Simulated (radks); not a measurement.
Results of a calculation; reference values are marked as such.
Coulomb parameter of the 3d shell of the nickel ion Ni3+ in the model configuration [Ar] 3d5 4p2, as a second difference U = [E(n + 0.5) + E(n - 0.5) - 2 E(n)] / (0.5)^2 with all orbitals relaxed. "Bare": the charge of the atom changes with n. "Screened": the 4p shell takes up the change at fixed total charge, which measures U(3d,3d) + U(4p,4p) - 2 U(3d,4p). Code: a radial shooting solver on a logarithmic mesh with Libxc functionals. Model: Dirac Kohn-Sham, PBE, spin-unpolarised, spherical densities, point nucleus; open shells are shared between the two j in proportion to 2j + 1.

| case | configuration | E - E(n) (eV) |
|---|---|---|
| start | [Ar] 3d5 4p2 | 0.000 |
| bare +0.5 | [Ar] 3d5.5 4p2 | -30.295 |
| bare -0.5 | [Ar] 3d4.5 4p2 | 35.830 |
| screened +0.5 | [Ar] 3d5.5 4p1.5 | -16.533 |
| screened -0.5 | [Ar] 3d4.5 4p2.5 | 18.376 |

U(bare) = 22.139 eV, U(screened by 4p) = 7.371 eV.
